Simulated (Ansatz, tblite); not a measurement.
Forces on the cluster LiNbO3 at its B3LYP-D4/def2-TZVP geometry. Charge 0, multiplicity 1.

In the def2 sets Nb takes a core potential; there is no spin–orbit coupling. The xTB rows come from tblite. The structure holds one bond between oxygen atoms, so isomers without such links may lie far lower. At PBE-D4/def2-TZVP the restricted singlet is unstable: a solution with broken spin symmetry lies lower. The geometry of the singlet was relaxed on an unsound state (restricted singlet, unstable towards broken spin symmetry at other levels and untested here). At PBE0-D4/def2-TZVP a triplet of charge 0 lies 0.63 eV below the restricted singlet, each at its own geometry. The structure comes from a short search, and lower isomers may exist.

GFN1-xTB (tblite), largest force 2.76 eV/Å:

```xyz
5
positions Å, forces eV/Å
Li   -1.270    0.229   -0.257    0.631   -0.142    0.123
Nb    1.095   -0.673    0.139   -1.696    1.276   -0.174
O     0.089    0.863    0.935    0.928   -0.108   -2.593
O     0.418    1.109   -0.473   -0.275   -1.005    2.552
O    -0.333   -1.529   -0.344    0.411   -0.020    0.093
```

GFN2-xTB (tblite), largest force 2.19 eV/Å:

```
Li 0.026 -0.006 0.005
Nb 1.189 -1.844 -0.044
O -0.139 1.329 -1.401
O -0.828 0.815 1.549
O -0.248 -0.294 -0.109
```

PBE-D4/def2-TZVP (Ansatz), largest force 0.29 eV/Å:

```
Li -0.065 -0.045 -0.023
Nb 0.147 0.146 0.060
O 0.016 0.013 0.202
O 0.100 0.076 -0.159
O -0.198 -0.190 -0.079
```
